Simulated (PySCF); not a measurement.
## SMILES C1CCCC/C=C(\C#C)C1, C10H14

Molfile (atoms numbered from 1):
```
C10H14
     RDKit          3D

 24 24  0  0  0  0  0  0  0  0999 V2000
    2.9115    1.9893   -2.0003 C   0  0  0  0  0  0  0  0  0  0  0  0
    2.3312    1.7550   -0.9583 C   0  0  0  0  0  0  0  0  0  0  0  0
    1.6452    1.5492    0.2773 C   0  0  0  0  0  0  0  0  0  0  0  0
    1.6222    0.3482    0.8933 C   0  0  0  0  0  0  0  0  0  0  0  0
    1.8371   -0.9341    0.1817 C   0  0  0  0  0  0  0  0  0  0  0  0
    0.4305   -1.3561   -0.3130 C   0  0  0  0  0  0  0  0  0  0  0  0
   -0.3863   -0.2590   -1.0182 C   0  0  0  0  0  0  0  0  0  0  0  0
   -1.1225    0.7888   -0.1383 C   0  0  0  0  0  0  0  0  0  0  0  0
   -0.6450    2.2507   -0.1790 C   0  0  0  0  0  0  0  0  0  0  0  0
    0.6111    2.5694    0.6591 C   0  0  0  0  0  0  0  0  0  0  0  0
    3.4308    2.1879   -2.9194 H   0  0  0  0  0  0  0  0  0  0  0  0
    1.0756    0.2914    1.8426 H   0  0  0  0  0  0  0  0  0  0  0  0
    2.5080   -0.7916   -0.6797 H   0  0  0  0  0  0  0  0  0  0  0  0
    2.2595   -1.7275    0.8184 H   0  0  0  0  0  0  0  0  0  0  0  0
    0.5476   -2.2133   -0.9976 H   0  0  0  0  0  0  0  0  0  0  0  0
   -0.1517   -1.7356    0.5459 H   0  0  0  0  0  0  0  0  0  0  0  0
   -1.1482   -0.7799   -1.6204 H   0  0  0  0  0  0  0  0  0  0  0  0
    0.2564    0.2558   -1.7521 H   0  0  0  0  0  0  0  0  0  0  0  0
   -1.1478    0.4432    0.9105 H   0  0  0  0  0  0  0  0  0  0  0  0
   -2.1790    0.8020   -0.4523 H   0  0  0  0  0  0  0  0  0  0  0  0
   -0.4512    2.5338   -1.2283 H   0  0  0  0  0  0  0  0  0  0  0  0
   -1.4664    2.9028    0.1636 H   0  0  0  0  0  0  0  0  0  0  0  0
    0.9376    3.6050    0.4784 H   0  0  0  0  0  0  0  0  0  0  0  0
    0.3745    2.4690    1.7310 H   0  0  0  0  0  0  0  0  0  0  0  0
  1  2  3  0
  2  3  1  0
  3  4  2  0
  4  5  1  0
  5  6  1  0
  6  7  1  0
  7  8  1  0
  8  9  1  0
  9 10  1  0
 10  3  1  0
  1 11  1  0
  4 12  1  0
  5 13  1  0
  5 14  1  0
  6 15  1  0
  6 16  1  0
  7 17  1  0
  7 18  1  0
  8 19  1  0
  8 20  1  0
  9 21  1  0
  9 22  1  0
 10 23  1  0
 10 24  1  0
M  END
```

Method: TDDFT CAM-B3LYP/def2-SVPD excited states, vertical, gas phase in PySCF 2.14.0. Geometry: PBE0-D3(BJ)/def2-SVP.

Question: How strongly do the lowest singlets absorb one photon, and two photons of half the energy?

Answer: δ for parallel linear polarisation; σ at the peak of a Lorentzian of half width 0.1 eV, single beam; Ω is circular over linear.
```
state  E (eV)      f  photon λ (nm)  δ (au)  σ (GM)     Ω                                main
   S1    5.17  0.222            480     2.7    0.03  1.50                      HOMO→LUMO 0.90
   S2    5.52  0.006            449    0.56    0.01  0.95                    HOMO−1→LUMO 0.87
   S3    5.98  0.002            415    0.92    0.01  1.49                    HOMO→LUMO+5 0.73
   S4    6.62  0.006            375     136    2.18  0.94  HOMO→LUMO+1 0.73, HOMO→LUMO+4 0.13
   S5    6.73  0.016            368    36.6    0.61  1.50  HOMO→LUMO+2 0.46, HOMO−2→LUMO 0.15
   S6    6.86  0.068            361    39.5    0.68  1.33  HOMO−2→LUMO 0.35, HOMO→LUMO+2 0.32
```

Among these, the strongest one-photon state is S1, the strongest two-photon state S4, with a dipole change of 4.1 D (relaxed, norm of the difference vector).
